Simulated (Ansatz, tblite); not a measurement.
Cost and result up the ladder for HfSi3⁻ (4 atoms). Total charge -1; doublet. Geometry: PBE-D4/def2-SVPD.

Cartesian coordinates in Å:
```
Hf 0.221 -1.444 0.338
Si -0.281 0.838 1.273
Si 1.303 0.636 -0.567
Si -1.244 -0.031 -1.044
```

Ansatz on 4 threads of Arm Neoverse V1 on a shared host; xTB runs through tblite on one thread. Times are rough, summed over both states, and most runs start from the orbitals of an earlier one. No level here is sound enough to serve as a yardstick. The other state is a quartet at its own geometry, which has other bonds, so the gap mixes isomer and spin.

In the def2 sets Hf takes a core potential; there is no spin–orbit coupling. The xTB rows come from tblite. B3LYP takes the VWN-RPA correlation. Correlated methods freeze 15 core orbitals; core or outer-core shells of Hf are correlated, in sets that lack core-valence functions. The structure comes from a short search, and lower isomers may exist.

Run but left out: HF/def2-TZVPD, r2SCAN-D4/def2-TZVPD, PBE0-D4/def2-TZVPD, HSE06-D4/def2-TZVPD, MP2/def2-TZVPD, CCSD/def2-TZVPD, CCSD(T)/def2-TZVPD (doublet: ⟨S²⟩ 1.05 to 1.82, where a pure state has 0.75).

Correlated methods converge slowly with the basis.

xTB has no spin-polarisation term.

```csv
level,functions,wall time,quartet − doublet (eV),remarks
GFN1-xTB,36,0.013 s,0.75,–
GFN2-xTB,36,0.035 s,-0.19,–
LDA (SPW92)/def2-TZVPD,172,4 s,0.30,"HOMO above zero (doublet), HOMO above zero (quartet)"
PBE-D4/def2-TZVPD (with forces),172,8.9 s,0.15,"HOMO above zero (doublet), HOMO above zero (quartet), spin-contaminated (⟨S²⟩ 0.86) (doublet)"
BLYP-D4/def2-TZVPD,172,9.3 s,0.27,"HOMO above zero (doublet), HOMO above zero (quartet)"
B3LYP-D4/def2-TZVPD,172,12 s,0.15,spin-contaminated (⟨S²⟩ 0.96) (doublet)
RPA@PBE/def2-TZVPD,172,12 s,0.03,spin-contaminated (⟨S²⟩ 0.86) (doublet)
B97M-V/def2-TZVPD,172,32 s,0.07,"HOMO above zero (doublet), HOMO above zero (quartet)"
```
